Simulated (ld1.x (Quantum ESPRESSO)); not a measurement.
## B: one change to an ultrasoft potential, before and after

ld1.x (Quantum ESPRESSO) 7.5 input, shortened:

```
&input
   title='B', zed=5., rel=1, dft='PBE', iswitch=3,
   config='[He] 2s1.75 2p1.25'
 /
 &inputp
   pseudotype=3, tm=.true., lloc=-1, rcloc=2.00,
   nlcc=.true., new_core_ps=.true.
 /
4
2S  1  0   1.75   0.00  1.25  1.65  0.0
2S  1  0   0.00   0.80  1.25  1.65  0.0
2P  2  1   1.25   0.00  1.65  2.05  0.0
2P  2  1   0.00   0.70  1.65  2.05  0.0
 &test
   configts(1)='2s1.75 2p1.25'
 /
```

All-electron outer shells of the reference configuration (PBE, scalar-relativistic, ld1.x):

```csv
shell,level (eV),outermost node (bohr),outermost maximum (bohr)
1s,-180.89,–,0.21
2s,-9.57,0.46,1.52
2p,-3.73,–,1.57
```

Change: functional LDA (PZ).

Cutoffs: the cutoffs (Ry, on a coarse ladder) from which the occupation-weighted sum of valence levels, in a spherical-Bessel basis at the reference potential, stays within 10 and 1 mRy of its value at 400 Ry; they do not see the model core or the augmentation charge, which bear on the density cutoff. Errors are all-electron minus pseudo energies relative to the spin-unpolarised reference configuration.

Q: What does the change do?

A: The potential gets neither clearly harder nor softer (15 Ry and 18 Ry → 15 Ry and 18 Ry); the number of tests with a reliable result goes from 7 to 9; of the 7 tests that both files solve, the error grows in 1 and shrinks in 2 by more than 15 % and 0.3 meV (median size 1.8 → 1.9 meV); the range in which the p phases agree widens (upper end 2.8 → at the end of the scan); neither file shows a bound ghost.

| quantity | base | changed |
| --- | --- | --- |
| cutoff, loose | 15 Ry | 15 Ry |
| cutoff, tight | 18 Ry | 18 Ry |
| loose cutoff by channel (10 mRy a level) | s 6 Ry, p 15 Ry | s 6 Ry, p 12 Ry |
| bound ghosts | none | none |
| error for 2s2 2p1, meV [ΔE -1.46 → -1.42 eV] | +0.2 | +0.2 |
| error for 2s2 2p0, meV [ΔE 6.76 → 6.91 eV] | +8.1 | +4.0 |
| error for 2s1 2p0, meV [ΔE 32.18 → 32.21 eV] | +33 | +29 |
| error for 2s1 2p1, meV [ΔE 12.90 → 12.86 eV] | +1.8 | +3.0 |
| error for 2s2 2p0.5, meV [ΔE 1.43 → 1.52 eV] | +1.6 | +0.9 |
| error for 2s2 2p1.3, meV [ΔE -2.20 → -2.19 eV] | +0.1 | +0.1 |
| error for 2s1 2p2, meV [ΔE 4.39 → 4.27 eV] | +2.0 | +1.9 |
| s: phases at 2.25 bohr within 0.05 rad from the reference energy up to (Ry; the scan ends near 5) | to the end of the scan | to the end of the scan |
| p: phases at 2.25 bohr within 0.05 rad from the reference energy up to (Ry; the scan ends near 5) | 2.8 | to the end of the scan |
| lowest overlap eigenvalue by channel | s 0.54, p 0.89 | s 0.53, p 0.92 |
